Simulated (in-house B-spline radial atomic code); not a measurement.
# Binding energies in Pr IX (Pr8+)

NIST's tabulated ground configuration is [Kr] 4d10 4f1 5s2 5p2; each binding energy is the energy of the ion with one electron taken from that subshell, relaxed, less that of the parent. Method: Dirac-Hartree-Fock, average of configuration, Fermi nucleus of rms radius 4.8919 fm. Calculated with an all-electron radial atomic-structure program (B-spline basis). Energies include first-order Breit, QED and recoil terms.

| subshell | X-ray name | binding energy (eV) | -ε (eV) | relaxation (eV) |
| --- | --- | --- | --- | --- |
| 1s | K | 42120.2 | 42352.5 | 67.2 |
| 2s | L1 | 6972.9 | 7025.9 | 34.7 |
| 3s | M1 | 1642.5 | 1659.8 | 14.0 |
| 3d3/2 | M4 | 1084.1 | 1100.9 | 15.8 |
| 3d5/2 | M5 | 1064 | 1080.1 | 15.5 |
| 4s | N1 | 441.4 | 445.8 | 3.8 |
| 4d3/2 | N4 | 244 | 247.2 | 3.1 |
| 4d5/2 | N5 | 240.3 | 243.3 | 3.0 |
| 5s | O1 | 146 | 146.5 | 0.4 |
| 5p | O2,3 | 124.2 | 124.6 | 0.3 |
| 4f | N6,7 | 123.4 | 125.3 | 2.0 |

Relaxation = -ε minus the binding energy without Breit, QED and recoil terms.

Question: What does it cost to remove both a 3d3/2 and a 4f electron?

Answer: 1238.1 eV, which is 30.54 eV more than the two single binding energies together.

Question: What does it cost to remove both a 3d3/2 and a 4s electron?

Answer: 1562 eV, which is 36.56 eV more than the two single binding energies together.

Question: What does it cost to remove both a 4s and a 4d5/2 electron?

Answer: 710.27 eV, which is 28.59 eV more than the two single binding energies together.
